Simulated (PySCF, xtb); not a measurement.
Si(F)2(I)(OH) (F2HIOSi), SMILES O[Si](F)(F)I.

GFN2-xTB run with xtb at its own geometry gives an orbital gap of 6.65 eV and a dipole moment of 5.11 D.

Geometry: B3LYP-D3(BJ)/def2-SVP. The def2 effective core potentials stand for the cores of I; spin–orbit coupling is left out. Other conformers were not sampled.

Q: What does B3LYP/def2-TZVP (PySCF) give? (An estimate is asked for; the answer gives what the named calculation found.)

A: gap 6.98 eV (levels -8.02 and -1.04 eV), dipole 1.31 D.
